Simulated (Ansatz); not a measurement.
Consider the ligand exchange at the Si–C bond: `O=C[SiH2]Br` + HBr → `Br[SiH2]Br` + `C=O`.

Calculated with Ansatz (gas phase, PBE0-D4/def2-TZVP geometries, no zero-point term in ΔE). CBS: MP2 limit from def2 TZ/QZ plus the TZ coupled-cluster correction, frozen cores. This one scheme is used for every species. DFT in def2-TZVPP. For Br outer-core shells are correlated without core-valence functions, which leaves a few kJ/mol of doubt a bond. Scalar relativity is left out up to krypton. Each species was taken in one conformer, which may not be the lowest.

`O=C[SiH2]Br`:

Z-matrix (Å, degrees):
```
Si
C 1 1.926
Br 1 2.218 2 109.2
H 1 1.480 2 108.8 3 119.4
H 1 1.480 2 108.8 3 -119.3
O 2 1.203 1 118.8 3 -179.0
H 2 1.114 1 120.6 3 1.1
```

HBr:

Z-matrix (Å, degrees):
```
Br
H 1 1.420
```

`Br[SiH2]Br`:

Z-matrix (Å, degrees):
```
Si
Br 1 2.207
Br 1 2.207 2 110.8
H 1 1.476 2 108.4 3 -118.8
H 1 1.476 2 108.4 3 118.8
```

`C=O`:

```xyz
4

C     0.004    0.002    0.000
O    -1.090   -0.477    0.044
H     0.760   -0.184    0.790
H     0.325    0.659   -0.834
```

CCSD(T)/CBS gives -1.15 eV.

Problem. Another level gave -1.12 eV. Which?
A. LDA (SPW92)/def2-TZVPP
B. SCS-MP2/def2-TZVPP
C. ωB97X-V/def2-TZVPP
D. PBE/def2-TZVPP

Solution. C. ωB97X-V -1.12, PBE -1.05, SCS-MP2/def2-TZVPP -1.17, LDA (SPW92) -1.00 eV.

Largest T1 diagnostic among the species: 0.015.

Leaving LDA and LC-ωPBE aside and taking each functional with its dispersion term where it has one, the values, not all of them listed here, spread over 0.15 eV, from BHLYP-D4 to BLYP-D4. LDA lies +0.04 eV from PBE without D4. In def2-TZVPP, CCSD(T) changes the Hartree–Fock value by +0.13 eV (the triples alone add +0.02 eV) and MP2 by +0.05 eV. From r2SCAN to r2SCAN0 (25 % exact exchange), in def2-TZVPP and without D4, ΔE moves by −0.05 eV.
